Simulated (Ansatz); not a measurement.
# As2 (SMILES [As]#[As]): methods side by side

The species is As2 (2 atoms), meant as a singlet with charge 0. SMILES: `[As]#[As]`. Geometry: optimised at wB97X-V/def2-SVP.

```xyz
2

As    0.0000    0.0000    0.0143
As    0.0000    0.0000    2.0796
```

Quantity: the adiabatic ionisation energy (to the doublet cation, shapes relaxed at wB97X-V/def2-SVP, no zero-point term), in eV. The values are calculated.

```
             level                    kind  program  value (eV)  less CCSD(T)/def2-TZVPP  CPU time (all runs)
     HF/def2-TZVPP            Hartree–Fock   Ansatz        8.33                    -1.41                 16 s
   BLYP/def2-TZVPP                     GGA   Ansatz        9.37                    -0.37                7.4 s
    PBE/def2-TZVPP                     GGA   Ansatz        9.56                    -0.18                  7 s
 r2SCAN/def2-TZVPP                meta-GGA   Ansatz        9.70                    -0.04                 30 s
PBE0-D4/def2-TZVPP           global hybrid   Ansatz        9.60                    -0.14                8.2 s
wB97M-V/def2-TZVPP  range-separated hybrid   Ansatz        9.50                    -0.24                 47 s
 B2PLYP/def2-TZVPP           double hybrid   Ansatz        9.66                    -0.08                 18 s
    MP2/def2-TZVPP     perturbation theory   Ansatz       10.44                    +0.70                 20 s
CCSD(T)/def2-TZVPP   coupled cluster or CI   Ansatz        9.74                     0.00                 32 s
```

Differences are taken from CCSD(T)/def2-TZVPP for orientation; it has basis-set and higher-order errors of its own. Its T1 diagnostic reaches 0.050, a sign that one reference may not serve. All-electron rows without a relativistic Hamiltonian named are non-relativistic. The values span 8.33 to 10.44 eV. Spin contamination of the reference (⟨S²⟩ at least 0.1 too high) touches HF/def2-TZVPP, MP2/def2-TZVPP, CCSD(T)/def2-TZVPP (up to 0.50 too high). In the correlated wave-function rows the outer d shell of As is correlated, in sets not made for it. In so small a basis fixed costs decide the times, and correlated methods can beat functionals. Times are those of the runs behind each value, whatever else they computed, on shared processors of several kinds: orders of magnitude only.
